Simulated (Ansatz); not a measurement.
Molecule: prop-2-enylsilane, C₃H₈Si (charge 0, singlet). 
Geometry from a B3LYP-D3(BJ)/def2-TZVP (Ansatz, a program for electronic structure) optimisation:
```xyz
12

C     -2.1517     0.1281     0.6809
C     -1.0138    -0.5534     0.6094
C     -0.1038    -0.6009    -0.5756
Si     1.4535     0.4382    -0.3041
H     -2.7469     0.1415     1.5844
H     -2.5278     0.6958    -0.1630
H     -0.6780    -1.1031     1.4849
H      0.2133    -1.6284    -0.7800
H     -0.6106    -0.2323    -1.4713
H      1.0901     1.8687    -0.1801
H      2.1380     0.0087     0.9393
H      2.3892     0.2719    -1.4439
```
Charge 0, spin multiplicity 1.

Wanted: atomisation energy (electronic, to ground-state atoms); the coupled-cluster value holds the core correlation from cc-pwCVTZ, in kcal/mol. Cores are frozen in the correlated levels unless marked. UHF or UKS for open shells. Spin-orbit coupling is left out. Non-relativistic. CBS marks a two-point X^-3 extrapolation of the correlation energy; Hartree-Fock from the larger set.

Level to compare with: CCSD(T)/CBS(aug-cc-pV(T+d)Z,aug-cc-pV(Q+d)Z) plus the core term (Ansatz), 1071.7 kcal/mol. It is a level with limits of its own, and the differences hold the functionals' basis error too.

Task: Rank these functionals by how close they come to CCSD(T)/CBS(aug-cc-pV(T+d)Z,aug-cc-pV(Q+d)Z), closest first: B3LYP/def2-TZVPD (Ansatz); r2SCAN0/def2-TZVPD (Ansatz); PBE/def2-TZVPD (Ansatz).

Result: PBE/def2-TZVPD (GGA, 1075.0 kcal/mol, difference 3.3), B3LYP/def2-TZVPD (global hybrid, 1061.9 kcal/mol, difference -9.8), r2SCAN0/def2-TZVPD (hybrid meta-GGA, 1058.8 kcal/mol, difference -12.9)
